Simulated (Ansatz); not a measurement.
Relaxation of CH$_{4}$Cl$_{2}$Mg (8 atoms, charge 0, multiplicity 1), to a largest force component of 0.03 eV/Å in at most 50 steps.

Method: RKS PBE0-D4/def2-SVP in Ansatz.

```xyz
8
Properties=species:S:1:pos:R:3
Mg -1.323 -0.800 -1.517
C 0.806 0.443 0.920
Cl -1.146 -2.983 -1.472
H 0.166 0.978 0.221
Cl -1.589 1.556 -1.659
H 1.689 0.043 0.402
H 1.136 1.150 1.701
H 0.261 -0.387 1.403
```

Where does it end, and by what steps?

The forces met the threshold. After 9 steps the energy has fallen by 0.281 eV; Cl3 moved furthest, 0.73 Å. Joined: Mg1–C2.

| step | energy less start (eV) | largest force component (eV/Å) | accepted |
| --- | --- | --- | --- |
| 0 | 0.0000 | 1.657 | yes |
| 1 | -0.1825 | 0.335 | yes |
| 2 | -0.2065 | 0.076 | yes |
| 3 | -0.2394 | 0.096 | yes |
| 4 | -0.2675 | 0.114 | yes |
| 5 | -0.2675 | 0.288 | yes |
| 6 | -0.2790 | 0.066 | yes |
| 7 | -0.2801 | 0.059 | yes |
| 8 | -0.2808 | 0.040 | yes |
| 9 | -0.2811 | 0.026 | yes |

```xyz
8
Properties=species:S:1:pos:R:3
Mg -0.946 -0.471 -1.166
C 0.643 0.320 0.791
Cl -0.695 -2.655 -1.004
H 0.073 1.162 0.364
Cl -1.652 1.499 -1.873
H 1.331 -0.126 0.054
H 1.255 0.727 1.608
H -0.009 -0.456 1.225
```

The run took 31 s on 2 threads of Intel(R) Xeon(R) Platinum 8259CL CPU @ 2.50GHz (Skylake/Cascade Lake), on a shared host, peak memory 0.27 GiB.
